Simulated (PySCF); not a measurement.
# Electronic structure of B³⁺ (boron, charge +3) at the PBE level

Configuration: 1s2, closed-shell 1S. All numbers are calculated (PySCF 2.14, scalar relativity by spin-free X2C-1e, in dyall-av3z).

| Quantity | Value |
| --- | --- |
| Total energy | -21.9885 hartree |
| One-electron energy | -24.8826 hartree |
| Hartree (Coulomb) energy | 5.7833 hartree |
| Exchange-correlation energy | -2.8891 hartree |
| ⟨S²⟩ | 0.0000 |
| ⟨L²⟩ | 0.000 |
| Sum of ⟨r⟩ | 0.6528 bohr |
| Sum of ⟨r²⟩ | 0.2885 bohr² |
| Langevin diamagnetic susceptibility | -0.229 ×10⁻⁶ cm³/mol |

| shell | electrons | mean orbital energy (hartree) | rms radius, mean of both spins (bohr) |
| --- | --- | --- | --- |
| 1s | 2 | -8.50235 | 0.380 |
